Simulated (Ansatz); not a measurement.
FH2InOS, SMILES `[OH][In]([F])[SH]`. Total charge 0; spin multiplicity 1. In takes the def2 core potential. All single points use the PBE0-D4/def2-TZVP geometry. It is one conformer, not always the lowest.

```xyz
6

O     0.223    1.774    0.355
In   -0.638    0.028    0.081
F    -2.556    0.123    0.327
S     0.269   -2.075   -0.478
H     1.176    1.750    0.237
H     1.527   -1.601   -0.522
```

Task: What is the dipole moment at ωB97M-V/def2-TZVPP? (Estimate.)

Result: The calculation gave: 3.85 D, with components (3.72, -0.76, -0.60) D in this frame, pointing from negative to positive charge.

Task: And with PBE, r2SCAN, B3LYP? (Estimate.)

Result: Computed: PBE 3.72 D, r2SCAN 3.82 D, B3LYP 3.90 D.

Task: Give the Mulliken charges with ωB97M-V, PBE, r2SCAN in def2-TZVPP. (Best estimate.)

Result: Computed: 
| atom | ωB97M-V | PBE | r2SCAN |
| --- | --- | --- | --- |
| O1 | -0.48 | -0.43 | -0.49 |
| In2 | 0.96 | 0.86 | 0.97 |
| F3 | -0.48 | -0.42 | -0.47 |
| S4 | -0.30 | -0.31 | -0.32 |
| H5 | 0.16 | 0.18 | 0.19 |
| H6 | 0.13 | 0.12 | 0.12 |

B3LYP here is the variant with VWN-RPA as its local correlation; programs differ in this.
